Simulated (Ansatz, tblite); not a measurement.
Forces on the cluster TiO₄H₄ at its PBE-D4/def2-SVP geometry. The state is a singlet with charge 0.

The xTB rows come from tblite. The structure holds one bond between oxygen atoms, so isomers without such links may lie far lower. In the singlet, H6 and H9 lie 0.79 Å apart (atoms count from 1), so H2 has formed as a molecule. Another isomer (singlet) lies 1.25 eV lower at PBE0-D4/def2-TZVP; other spin states weren't run for this one.

GFN1-xTB (tblite), largest force 2.69 eV/Å:

```xyz
9
positions Å, forces eV/Å
Ti   -0.126    0.523    0.341   -2.168    0.017    1.485
O     0.495    0.175    1.819   -0.689    0.193   -1.582
O    -1.598    1.623    0.349    1.213   -2.148   -0.544
O     0.035   -1.270   -0.878   -0.405   -0.148    0.367
O    -1.953    0.251    0.011    2.065    1.605    0.631
H     1.974    0.920    0.308   -0.259    0.008   -0.101
H     0.183   -2.083   -0.355   -0.149    0.559   -0.360
H    -0.913   -1.289   -1.150    0.687   -0.090    0.175
H     1.902    1.152   -0.443   -0.296    0.004   -0.070
```

GFN2-xTB (tblite), largest force 2.29 eV/Å:

```
Ti -1.983 0.252 1.124
O -0.768 0.071 -1.407
O 1.130 -1.445 -0.283
O -0.041 -0.140 0.027
O 1.792 0.897 0.515
H 0.046 -0.379 1.424
H 0.007 0.115 0.017
H 0.103 0.104 0.117
H -0.287 0.525 -1.535
```

PBE-D4/def2-TZVP (Ansatz), largest force 0.60 eV/Å:

```
Ti 0.047 0.112 -0.419
O 0.257 -0.142 0.529
O -0.123 0.272 0.065
O -0.153 -0.251 0.050
O -0.202 -0.119 -0.131
H -0.019 0.131 -0.408
H 0.064 0.108 -0.080
H 0.121 0.019 -0.001
H 0.006 -0.131 0.397
```
